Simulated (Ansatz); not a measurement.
`O[SiH2]/C=C\[SiH](O)F`, relaxed with RKS PBE0-D4/def2-TZVP in Ansatz from a GFN2-xTB geometry. The force threshold is 0.005 eV/Å; the program also tests the step.

Charge 0, multiplicity 1.

Start:

```xyz
14

O    -1.773   -0.491   -0.430
Si   -1.239    0.968   -0.929
C     0.599    1.260   -0.612
C     1.440    0.492    0.083
Si    1.026   -1.118    0.965
O    -0.259   -1.069    1.937
F     0.688   -2.199   -0.209
H    -1.397   -1.295   -0.781
H    -1.468    1.126   -2.369
H    -2.062    1.847   -0.101
H     0.995    2.169   -1.057
H     2.474    0.815    0.162
H     2.089   -1.685    1.762
H    -1.113   -0.819    1.580
```

Q: How much energy does the relaxation release, and in how many steps? (Best estimate.)

A: Computed: 10.82 kJ/mol, in 13 steps, 1 of them rejected.

Q: Which bonds change most? (An estimate is asked.)

A: Ansatz gave: Si5–H13 from 1.444 to 1.476 Å; Si2–C3 from 1.887 to 1.860 Å; O1–Si2 from 1.631 to 1.655 Å; Si2–H10 from 1.461 to 1.483 Å.

Q: Give the relaxed structure. (An estimate is asked.)

A: Computed: 
```xyz
14

O    -1.753   -0.442   -0.285
Si   -1.218    0.960   -0.985
C     0.561    1.292   -0.556
C     1.374    0.497    0.151
Si    0.997   -1.168    0.898
O    -0.166   -1.171    2.036
F     0.567   -2.150   -0.307
H    -1.470   -1.265   -0.695
H    -1.366    0.905   -2.465
H    -2.074    2.040   -0.439
H     0.966    2.240   -0.920
H     2.394    0.848    0.323
H     2.207   -1.739    1.520
H    -1.020   -0.847    1.725
```
